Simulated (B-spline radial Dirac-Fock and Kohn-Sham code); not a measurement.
**Pb³¹⁺: scattering cross sections and density moments**

System: Pb³¹⁺, [Kr] 4d10 4f5.

The run's input, task.json:

```json
{"items": [{
  "Z": 82,
  "q": 31,
  "cfg": [[1, 0, 2], [2, 0, 2], [2, 1, 6], [3, 0, 2], [3, 1, 6], [3, 2, 10], [4, 0, 2], [4, 1, 6], [4, 2, 10], [4, 3, 5]],
  "A": 208,
  "rrms": 5.5012,
  "do": ["scatter"],
  "s": [0.0, 0.05, 0.1, 0.15, 0.2, 0.25, 0.3, 0.35, 0.4, 0.45, 0.5, 0.6, 0.7, 0.8, 0.9, 1.0, 1.1, 1.2, 1.4, 1.6, 1.8, 2.0, 2.5, 3.0, 3.5, 4.0, 5.0, 6.0],
  "pz": [0, 0.1, 0.2, 0.3, 0.4, 0.5, 0.6, 0.8, 1.0, 1.2, 1.4, 1.6, 1.8, 2.0, 2.5, 3.0, 4.0, 5.0, 7.0, 10.0, 15.0, 20.0, 30.0, 40.0, 60.0, 100.0],
  "hv_scatter": [1000, 5000, 17479.3, 20000, 30000, 50000, 100000, 500000]
}]}
```

Command: `python xray_run.py task.json out`

The computed values come from an atomic code on a B-spline grid: configuration-average Dirac-Fock orbitals.

```
Sum of ⟨r⟩                          : 12.42 bohr
Sum of ⟨r²⟩                         : 4.548 bohr²
Sum of ⟨1/r⟩                        : 604.87 per bohr
Langevin diamagnetic susceptibility : -3.60 × 10⁻⁶ cm³/mol
Lamb shielding (α²/3)Σ⟨1/r⟩         : 10740 ppm
```

Coherent scattering is the Thomson cross section weighted by f₀², without anomalous dispersion; incoherent scattering is Klein-Nishina weighted by S. The Lamb formula is the non-relativistic shielding expression. Electron correlation is left out. A dash stands where the photon energy is too low for the impulse approximation behind that column.

| hν (keV) | coherent (b) | incoherent (b) | incoherent per electron (b) |
| --- | --- | --- | --- |
| 1 | 1723 | – | – |
| 5 | 1562 | – | – |
| 17.4793 | 747.2 | 7.900 | 0.155 |
| 20 | 645.2 | 9.050 | 0.177 |
| 30 | 400.5 | 12.69 | 0.249 |
| 50 | 198.3 | 16.65 | 0.326 |
| 100 | 66.47 | 19.27 | 0.378 |
| 500 | 3.664 | 14.18 | 0.278 |

Incoherent scattering overtakes coherent scattering between 100 and 500 keV.
